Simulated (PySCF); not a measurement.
Al(H)(OMe)(SeH) (CH₅AlOSe), SMILES C[O][AlH][SeH]. Atoms are numbered in the order given.

```xyz
9

Al     1.0599    -0.5423     0.0000
H      2.6441    -0.4913     0.0000
O      0.3237    -2.0851     0.0000
C     -0.9669    -2.6317     0.0000
H     -1.7728    -1.8600     0.0000
H     -1.1186    -3.2740     0.8966
H     -1.1186    -3.2740    -0.8966
Se    -0.2976     1.3589     0.0000
H      0.9157     2.2170     0.0000
```
Charge 0, spin multiplicity 1.

Coordinates come from a PBE-D3(BJ)/def2-SVP optimisation. The structure was generated by enumeration; whether it is a known compound was not checked. The values are those of a single conformer.

Calculation: PBE-D3(BJ)/def2-SVP (PySCF 2.14.0).

Frequencies are harmonic and unscaled.

```tsv
mode	ν (cm⁻¹)	IR (km/mol)	moving atoms (share of kinetic energy)
1	58	0.2	H 98 %
2	65	3.2	C 46 %, H 23 %, Se 19 %, Al 10 %
3	128	13.6	O 44 %, H 39 %, C 9 %
4	213	8.6	O 60 %, Al 15 %, H 12 %, Se 10 %
5	219	0.1	H 77 %, O 14 %, Al 10 %
6	367	16.9	Al 60 %, Se 22 %, H 13 %
7	437	78.3	H 84 %, Al 15 %
8	555	42.2	H 87 %
9	624	79.6	H 85 %
10	718	147.5	Al 47 %, O 19 %, C 17 %, H 17 %
11	1139	39.2	H 67 %, C 23 %, O 10 %
12	1145	0.0	H 76 %, C 19 %
13	1204	264.4	O 54 %, C 33 %, H 10 %
14	1418	1.0	H 97 %
15	1424	1.4	H 95 %
16	1432	23.7	H 90 %, C 9 %
17	1929	135.4	H 96 %
18	2357	7.3	H 99 %
19	2908	92.7	H 97 %
20	2984	51.7	H 91 %, C 9 %
21	3001	33.4	H 90 %, C 10 %
```
